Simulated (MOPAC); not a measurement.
Input file for MOPAC: PM6 on CH5FSe (a complex).

```
PM6 1SCF PRECISE CHARGE=0 THREADS=1
CH5FSe

C     -0.24367259 1    -0.09483055 1    -0.40008142 1
F      0.25328633 1    -1.22183524 1     0.25290307 1
H      0.49330603 1     0.23447330 1    -1.13322222 1
H     -1.17646022 1    -0.36450977 1    -0.89614617 1
H     -0.41956330 1     0.68409243 1     0.34183621 1
Se    -0.26460328 1    -0.39094271 1     3.37884193 1
H      0.29948447 1     0.28415083 1     4.55820761 1
H      1.07119926 1    -0.66446334 1     2.83519450 1
```

Program output:

```
*******************************************************************************
 **                                                                           **
 **                              MOPAC v23.2.5                                **
 **                                                                           **
 *******************************************************************************
 ** MOPAC's Digital Object Identifier: https://doi.org/10.5281/zenodo.6511958 **
 **                                                                           **
 ** Please cite the open-source release paper for use of this MOPAC version:  **
 ** J. E. Moussa and J. J. P. Stewart (2026)                                  **
 ** MOPAC: An open-source semiempirical molecular orbital program             **
 ** J. Open Source Softw., 11(119), 8025, https://doi.org/10.21105/joss.08025 **
 *******************************************************************************

                              PM6 CALCULATION RESULTS

 *******************************************************************************
 *  PM6        - The PM6 Hamiltonian to be used
 *
 *
 *
 *                 CHARGE ON SYSTEM = 0
 *
 *
 *
 *  PRECISE    - TIGHTER CRITERIA TO BE USED
 *  1SCF       - DO 1 SCF AND THEN STOP
 *  THREADS=1  - MULTI-THREADING NOT USED
 *  T=         - A TIME OF 172800.0 SECONDS REQUESTED
 *  DUMP=N     - RESTART FILE WRITTEN EVERY 7200.0 SECONDS REQUESTED
 *******************************************************************************
PM6 1SCF PRECISE CHARGE=0 THREADS=1
 CH5FSe

   ATOM   CHEMICAL          X               Y               Z
  NUMBER   SYMBOL      (ANGSTROMS)     (ANGSTROMS)     (ANGSTROMS)

     1       C         -0.24367259  *  -0.09483055  *  -0.40008142  *
     2       F          0.25328633  *  -1.22183524  *   0.25290307  *
     3       H          0.49330603  *   0.23447330  *  -1.13322222  *
     4       H         -1.17646022  *  -0.36450977  *  -0.89614617  *
     5       H         -0.41956330  *   0.68409243  *   0.34183621  *
     6      Se         -0.26460328  *  -0.39094271  *   3.37884193  *
     7       H          0.29948447  *   0.28415083  *   4.55820761  *
     8       H          1.07119926  *  -0.66446334  *   2.83519450  *



          CARTESIAN COORDINATES

    NO.       ATOM           X           Y           Z

     1         C         -0.2437     -0.0948     -0.4001
     2         F          0.2533     -1.2218      0.2529
     3         H          0.4933      0.2345     -1.1332
     4         H         -1.1765     -0.3645     -0.8961
     5         H         -0.4196      0.6841      0.3418
     6        Se         -0.2646     -0.3909      3.3788
     7         H          0.2995      0.2842      4.5582
     8         H          1.0712     -0.6645      2.8352

 General Reference for PM6:
 "Optimization of Parameters for Semiempirical Methods V: Modification of NDDO Approximations
 and Application to 70 Elements", J. J. P. Stewart, J. Mol. Mod., 13, 1173-1213 (2007)
 URL: https://link.springer.com/article/10.1007/s00894-007-0233-4

           Empirical Formula: C H5 F Se  =     8 atoms



      MOLECULAR POINT GROUP   :   C1


      RHF CALCULATION, NO. OF DOUBLY OCCUPIED LEVELS = 11


 -------------------------------------------------------------------------------
 PM6 1SCF PRECISE CHARGE=0 THREADS=1
 CH5FSe



     1SCF WAS SPECIFIED, SO BFGS WAS NOT USED
     SCF FIELD WAS ACHIEVED


                              PM6 CALCULATION
                                                       MOPAC v23.2.5 Linux




          FINAL HEAT OF FORMATION =        -55.60201 KCAL/MOL =    -232.63879 KJ/MOL


          COSMO AREA              =        113.57 SQUARE ANGSTROMS
          COSMO VOLUME            =         96.03 CUBIC ANGSTROMS

          IONIZATION POTENTIAL    =          8.684409 EV
          HOMO LUMO ENERGIES (EV) =         -8.684  1.515
          NO. OF FILLED LEVELS    =         11
          MOLECULAR WEIGHT        =        115.0089         POINT GROUP:  C1

          MOLECULAR DIMENSIONS (Angstroms)

            Atom       Atom       Distance
            H     7    H     3     5.69495
            H     8    H     4     2.39644
            F     2    H     5     1.79384


          SCF CALCULATIONS        =          1





   ATOM   CHEMICAL          X               Y               Z
  NUMBER   SYMBOL      (ANGSTROMS)     (ANGSTROMS)     (ANGSTROMS)

     1       C         -0.24367259  *  -0.09483055  *  -0.40008142  *
     2       F          0.25328633  *  -1.22183524  *   0.25290307  *
     3       H          0.49330603  *   0.23447330  *  -1.13322222  *
     4       H         -1.17646022  *  -0.36450977  *  -0.89614617  *
     5       H         -0.41956330  *   0.68409243  *   0.34183621  *
     6      Se         -0.26460328  *  -0.39094271  *   3.37884193  *
     7       H          0.29948447  *   0.28415083  *   4.55820761  *
     8       H          1.07119926  *  -0.66446334  *   2.83519450  *

                             CARTESIAN COORDINATES

   1    C       -0.243672590    -0.094830550    -0.400081420
   2    F        0.253286330    -1.221835240     0.252903070
   3    H        0.493306030     0.234473300    -1.133222220
   4    H       -1.176460220    -0.364509770    -0.896146170
   5    H       -0.419563300     0.684092430     0.341836210
   6   Se       -0.264603280    -0.390942710     3.378841930
   7    H        0.299484470     0.284150830     4.558207610
   8    H        1.071199260    -0.664463340     2.835194500


           Empirical Formula: C H5 F Se  =     8 atoms



      MOLECULAR POINT GROUP   :   C1


                  EIGENVALUES
 -40.99447 -25.04390 -23.37946 -16.96053 -16.93470 -15.66773 -13.66931 -13.44110
 -13.34940 -13.32544  -8.68441   1.51545   2.42987   2.97457   5.26103   5.30322
   5.77964


              NET ATOMIC CHARGES AND DIPOLE CONTRIBUTIONS

  ATOM NO.   TYPE          CHARGE      No. of ELECS.   s-Pop       p-Pop
    1          C          -0.255614        4.2556     1.11931     3.13631
    2          F          -0.177962        7.1780     1.97457     5.20339
    3          H           0.140820        0.8592     0.85918
    4          H           0.143561        0.8564     0.85644
    5          H           0.148793        0.8512     0.85121
    6         Se          -0.147585        6.1476     1.98619     4.16140
    7          H           0.066901        0.9331     0.93310
    8          H           0.081086        0.9189     0.91891
 DIPOLE           X         Y         Z       TOTAL
 POINT-CHG.     0.006     1.667    -0.691     1.804
 HYBRID         0.655    -0.016     0.256     0.704
 SUM            0.661     1.650    -0.435     1.830


          ATOMIC ORBITAL ELECTRON POPULATIONS

     Atom    s        px        py        pz
    1  C   1.11931   1.11135   0.94250   1.08245
    2  F   1.97457   1.89515   1.48502   1.82323
    3  H   0.85918
    4  H   0.85644
    5  H   0.85121
    6 Se   1.98619   1.05306   1.78520   1.32313
    7  H   0.93310
    8  H   0.91891

 **********************
 *                    *
 * JOB ENDED NORMALLY *
 *                    *
 **********************




 == MOPAC DONE ==
```

The run finished.

Cost: roughly 0.020 core-seconds.
